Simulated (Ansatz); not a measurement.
Species: C$_{4}$H$_{8}$Si, SMILES `CCC=C=[SiH2]` (charge 0, multiplicity 1).

**Question.** Give a relaxed geometry from B3LYP-D3(BJ)/def2-TZVP (Ansatz, a quantum-chemistry and plane-wave program).

**Answer.** One answer among several that fit: the end point of this relaxation, one of several conformers (outside a Z-matrix the atoms follow the SMILES, hydrogens last).
Cartesian coordinates (Å) in one orientation:
```xyz
13

C     -1.491     0.801    -1.255
C     -1.061     0.437     0.170
C     -0.151    -0.762     0.194
C      1.090    -0.770     0.607
Si     2.682    -0.723     1.146
H     -0.626     1.070    -1.862
H     -2.180     1.647    -1.247
H     -1.994    -0.038    -1.741
H     -0.557     1.279     0.644
H     -1.950     0.209     0.768
H     -0.591    -1.684    -0.194
H      3.796    -0.441     0.230
H      3.034    -1.024     2.541
```
